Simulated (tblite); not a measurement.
Compound: C₅H₉BO₂S.
Atom-mapped SMILES: `[CH3:1][C:2](=[S:3])[CH:4]1[CH2:5][O:6][BH:7][O:8][CH2:9]1` (hydrogens: H10, H11, H12 on C1; H13 on C4; H14, H15 on C5; H16 on B7; H17, H18 on C9)

Cartesian coordinates in Å at the GFN2-xTB level; atoms count from 1:
```xyz
18
C5H9BO2S angstrom
C     -2.4270   -0.5522    0.9066
C     -1.4763   -0.2081   -0.1841
S     -1.9864    0.4208   -1.5930
C     -0.0245   -0.4368    0.0876
C      0.6843   -1.1821   -1.0569
O      2.0694   -1.2825   -0.8300
B      2.7066   -0.3431   -0.0996
O      2.0885    0.7254    0.4537
C      0.7089    0.9101    0.2669
H     -3.4389   -0.2527    0.6475
H     -2.1267   -0.0628    1.8337
H     -2.4103   -1.6282    1.0861
H      0.1069   -1.0149    1.0097
H      0.2935   -2.2021   -1.1441
H      0.5058   -0.6567   -2.0030
H      3.8527   -0.4648    0.0783
H      0.3272    1.4378    1.1482
H      0.5375    1.5344   -0.6192
```

Level: GFN2-xTB in tblite, geometry and Hessian alike; calculated harmonic values, unscaled, isolated species. Errors from tens to a few hundred cm⁻¹ against measured bands are possible. Modes of hydrogen on boron can be 10 to 20 % off. One conformer, not necessarily the lowest.

Harmonic wavenumbers (cm⁻¹): 25.6, 108.7, 128.6, 152.8, 173.1, 232.9, 296.4, 396.4, 454.4, 459.6, 492.8, 511.0, 682.3, 773.2, 835.8, 909.6, 921.6, 929.5, 939.9, 973.5, 992.6, 1065.2, 1090.0, 1096.5, 1156.4, 1183.2, 1187.7, 1212.7, 1231.4, 1263.0, 1286.5, 1300.9, 1332.1, 1340.9, 1376.3, 1451.1, 1456.8, 1468.2, 1477.0, 2687.1, 2902.3, 2909.3, 2929.9, 2933.0, 2934.5, 2984.8, 3001.6, 3055.9.

A = 2670, B = 873.2, C = 828.3 MHz; mass 144.042 u (most abundant isotopes); point group C1, symmetry number 1.

Problem. Zero-point energy?

Solution. ½Σν̃ = 30352 cm⁻¹ = 363.10 kJ/mol.

Problem. Give the ideal-gas entropy at 298.15 K and 1 bar in the rigid-rotor, harmonic-oscillator model (classical rotation).

Solution. Translation 170.84, rotation 123.43, vibration 111.44: S = 405.7 J/(mol K).

Problem. And Cp and H(298.15 K) − H(0)?

Solution. Cp = 149.11 J/(mol K), of which vibrations give 115.85 (their classical limit is 48 R = 399.1); H(298.15 K) − H(0) = 27.09 kJ/mol without the zero-point energy, 17.18 from vibrations.

Problem. How do the functions run with temperature in this model?

Solution. 
```tsv
T (K)	S (J/(mol K))	Cp (J/(mol K))	H − H(0) (kJ/mol)	G − H(0) (kJ/mol)	ln q(vib)
50	249.5	52.1	2.08	-10.39	0.74
100	292.5	73.6	5.25	-24.00	1.84
373.15	442.6	180.3	39.45	-125.69	8.22
500	502.0	226.7	65.37	-185.64	11.19
750	607.1	290.6	130.70	-324.63	16.98
1000	696.6	330.7	208.72	-487.88	22.45
```

q(vib) and H(0) count from the zero-point level.

Problem. Blend soft modes into free rotors: weight 1/[1 + (100 cm⁻¹/ν̃)⁴] for the oscillator and the rest for a rotor with moment μB/(μ + B), μ = h/(8π²ν), B = 10⁻⁴⁴ kg m². What vibrational entropy results?

Solution. 101.96 J/(mol K) in place of 111.44, which changes −T·S at 298.15 K by +2.83 kJ/mol.

Problem. Which modes carry the vibrational entropy at 298.15 K?

Solution. 25.6 cm⁻¹: 25.71; 108.7 cm⁻¹: 13.77; 128.6 cm⁻¹: 12.41; 152.8 cm⁻¹: 11.03; 173.1 cm⁻¹: 10.05; 232.9 cm⁻¹: 7.77 J/(mol K); the other 42 give 30.70 together.

Problem. What must be added to the electronic energy to get the Gibbs energy at 298.15 K and 1 bar?

Solution. ZPE + [H(298.15 K) − H(0)] − T·S = 363.10 + 27.09 − 120.96 = 269.23 kJ/mol.

Hindered rotation and anharmonicity are outside this model. Other conformers, if any are populated, would add a mixing term that is left out. The structure is chiral; the term R ln 2 for an equal mix with its mirror image is left out.
